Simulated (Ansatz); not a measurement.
Geometry optimisation, RKS PBE-D4/def2-SVP (Ansatz 0.2.0).

input.yaml

```yaml
crystal:
  periodic: [false, false, false]
  atoms:
    - { symbol: Al, position_ang: [-0.583745, -0.410424, -0.622209] }
    - { symbol: Si, position_ang: [1.522397, 0.54943, -0.224673] }
    - { symbol: O, position_ang: [-0.682143, -2.121092, -0.733558] }
    - { symbol: O, position_ang: [-1.877828, 0.692443, -0.857346] }
    - { symbol: H, position_ang: [0.177373, 0.885923, 2.115266] }
    - { symbol: F, position_ang: [-0.314551, 0.156316, 2.384536] }
    - { symbol: H, position_ang: [2.147393, 1.258116, -1.399189] }
    - { symbol: H, position_ang: [1.370662, 1.620968, 0.845902] }
    - { symbol: H, position_ang: [2.526769, -0.432535, 0.316955] }
    - { symbol: H, position_ang: [-1.478397, -2.666445, -0.817112] }
    - { symbol: H, position_ang: [-2.808032, 0.4673, -1.008573] }
basis:
  gaussian: { orbitals: def2-SVP }
hamiltonian:
  xc: pbe
  dispersion: d4
relax:
  f_tol: 0.03
  max_steps: 50
output:
  orbitals: {}
```

Launched with:

```bash
$ ansatz run input.yaml --threads 2 --pin off --max-ram 3072MiB --backend cpu --events-out ev --progress --plain --runs-dir out
```

Task: Where does it end, and by what steps?

Result: It converged. The force dipped under the threshold on the way, but the program's further checks kept it going. After 14 steps the energy has fallen by 0.363 eV; F6 moved furthest, 0.84 Å. Joined: Al1–F6 (3.07 → 2.07 Å).

```json
{"step": "0", "energy less start (eV)": "0.0000", "largest force component (eV/Å)": "1.001", "accepted": "yes"}
{"step": "1", "energy less start (eV)": "-0.0998", "largest force component (eV/Å)": "0.412", "accepted": "yes"}
{"step": "2", "energy less start (eV)": "-0.1802", "largest force component (eV/Å)": "0.373", "accepted": "yes"}
{"step": "3", "energy less start (eV)": "-0.2617", "largest force component (eV/Å)": "0.187", "accepted": "yes"}
{"step": "4", "energy less start (eV)": "-0.2774", "largest force component (eV/Å)": "0.363", "accepted": "yes"}
{"step": "5", "energy less start (eV)": "-0.3000", "largest force component (eV/Å)": "0.071", "accepted": "yes"}
{"step": "6", "energy less start (eV)": "-0.3194", "largest force component (eV/Å)": "0.280", "accepted": "yes"}
{"step": "7", "energy less start (eV)": "-0.3307", "largest force component (eV/Å)": "0.256", "accepted": "yes"}
{"step": "8", "energy less start (eV)": "-0.3474", "largest force component (eV/Å)": "0.238", "accepted": "yes"}
{"step": "9", "energy less start (eV)": "-0.3532", "largest force component (eV/Å)": "0.174", "accepted": "yes"}
{"step": "10", "energy less start (eV)": "-0.3506", "largest force component (eV/Å)": "0.425", "accepted": "no"}
{"step": "11", "energy less start (eV)": "-0.3607", "largest force component (eV/Å)": "0.047", "accepted": "yes"}
{"step": "12", "energy less start (eV)": "-0.3611", "largest force component (eV/Å)": "0.041", "accepted": "yes"}
{"step": "13", "energy less start (eV)": "-0.3628", "largest force component (eV/Å)": "0.018", "accepted": "yes"}
{"step": "14", "energy less start (eV)": "-0.3632", "largest force component (eV/Å)": "0.016", "accepted": "yes"}
```

```xyz
11
Properties=species:S:1:pos:R:3
Al -0.646 -0.368 -0.331
Si 1.620 0.566 -0.214
O -0.750 -2.082 -0.191
O -1.815 0.661 -1.069
H 0.207 0.615 1.635
F -0.700 0.234 1.645
H 1.961 1.813 -0.985
H 1.619 1.082 1.258
H 2.807 -0.360 -0.218
H -1.552 -2.604 -0.337
H -2.750 0.442 -1.193
```

The run took 12 s on 2 threads of AMD EPYC 9R45 (Zen 5), on a shared host, peak memory 0.17 GiB.
